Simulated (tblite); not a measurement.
C5H10ClFSi.
Geometry (GFN2-xTB, Å), atoms numbered from 1 in this order:
```
atom  x, y, z in Å
F1     3.4037   -1.1329    0.2971
C2     3.0758    0.1467   -0.0517
Cl3    3.1114    1.1476    1.4238
Si4    1.3120    0.2129   -0.8416
C5     0.0761   -0.3624    0.4775
C6    -1.3149   -0.5404   -0.0838
C7    -2.2162    0.6463   -0.2252
C8    -2.5085   -0.3981    0.8110
H9     3.8834    0.5082   -0.6924
H10    1.1246    1.6017   -1.2601
H11    1.3665   -0.6980   -1.9888
H12    0.0405    0.3608    1.2954
H13    0.4120   -1.3084    0.9122
H14   -1.3755   -1.2912   -0.8620
H15   -1.8470    1.6033    0.1106
H16   -2.8609    0.7095   -1.0882
H17   -2.3392   -0.1460    1.8470
H18   -3.3529   -1.0532    0.6584
```

All values are computed: GFN2-xTB (tblite) harmonic vibrations without scaling, gas phase. Against measured fundamentals such values can be off by several per cent, at times by over 20. Modes of hydrogen on silicon can be 10 to 20 % off. One conformer, not necessarily the lowest.

Harmonic wavenumbers (cm⁻¹): 28.9, 35.6, 67.8, 78.4, 144.9, 178.2, 305.7, 340.6, 368.3, 390.9, 454.0, 567.0, 592.2, 719.3, 741.2, 748.2, 766.4, 776.2, 806.8, 862.9, 879.3, 977.2, 1004.6, 1027.2, 1064.5, 1070.9, 1099.3, 1112.9, 1149.2, 1157.0, 1195.7, 1238.4, 1262.5, 1263.0, 1391.0, 1439.8, 1450.2, 1493.9, 2253.5, 2283.1, 2935.9, 2948.1, 2972.0, 3044.9, 3088.2, 3090.7, 3091.7, 3110.4.

A = 2694, B = 621.8, C = 584.4 MHz; mass 152.022 u (most abundant isotopes); point group C1, symmetry number 1.

Question: Zero-point energy?

Answer: ½Σν̃ = 29534 cm⁻¹ = 84.44 kcal/mol.

Question: What is S at 350 K and 1 bar for an ideal gas of classical rigid rotors and harmonic oscillators?

Answer: Translation 41.79, rotation 30.65, vibration 39.03: S = 111.5 cal/(mol K).

Question: And Cp and H(350 K) − H(0)?

Answer: Cp = 43.95 cal/(mol K), of which vibrations give 36.00 (their classical limit is 48 R = 95.4); H(350 K) − H(0) = 9.30 kcal/mol without the zero-point energy, 6.51 from vibrations.

Question: Which modes carry the vibrational entropy at 350 K?

Answer: 28.9 cm⁻¹: 6.22; 35.6 cm⁻¹: 5.81; 67.8 cm⁻¹: 4.53; 78.4 cm⁻¹: 4.25; 144.9 cm⁻¹: 3.05; 178.2 cm⁻¹: 2.65 cal/(mol K); the other 42 give 12.52 together.

Question: Blend soft modes into free rotors: weight 1/[1 + (100 cm⁻¹/ν̃)⁴] for the oscillator and the rest for a rotor with moment μB/(μ + B), μ = h/(8π²ν), B = 10⁻⁴⁴ kg m². What vibrational entropy results?

Answer: 33.59 cal/(mol K) in place of 39.03, which changes −T·S at 350 K by +1.90 kcal/mol.

Hindered rotation and anharmonicity are outside this model. Other conformers, if any are populated, would add a mixing term that is left out. The structure is chiral; the term R ln 2 for an equal mix with its mirror image is left out.
